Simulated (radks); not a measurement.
Q: Numerical settings for the krypton ion Kr2+, [Ar] 3d10 4s2 4p4. Method: Dirac Kohn-Sham, LDA (Slater exchange, Perdew-Wang correlation), spin-unpolarised, spherical densities, point nucleus; open shells fill j = l - 1/2 first; computed with a radial shooting solver on a logarithmic mesh with Libxc functionals. The defaults (mesh step 0.008 in ln r, mesh end at 40 bohr or more with all orbitals vanishing there, Anderson mixing 0.5 over 9 steps, residual threshold near 1e-9 with the energy settled to 1e-9 hartree or 1e-11 of itself, here a cap of 56 iterations) give E = -2785.6149 hartree and 4p3/2 at -30.825 eV in 14 iterations. Run on one thread of a shared host, so times are rough (Arm Neoverse V2): 0.1 s of CPU time, 0.1 s wall, 14 iterations on 2486 mesh points. One setting is changed at a time: mesh step in ln r 0.003; mesh step in ln r 0.2; mesh step in ln r 0.03; mesh end (bohr) 1; mesh end (bohr) 12; residual threshold 0.001; residual threshold 0.01; mixing 0.2; linear mixing, mixing 0.8; linear mixing, mixing 0.2; mixing history 20; iteration cap 2. Which runs fail to converge, and which converge to a wrong energy?

A: Not converged within the cap: mesh step in ln r 0.2; linear mixing, mixing 0.2; iteration cap 2. Settled on a wrong energy, with an occupied level pushed above zero by the early mesh end: mesh end (bohr) 1 (+123 hartree). Apart from these: no run marked as converged misses the energy by more than 1 mhartree.
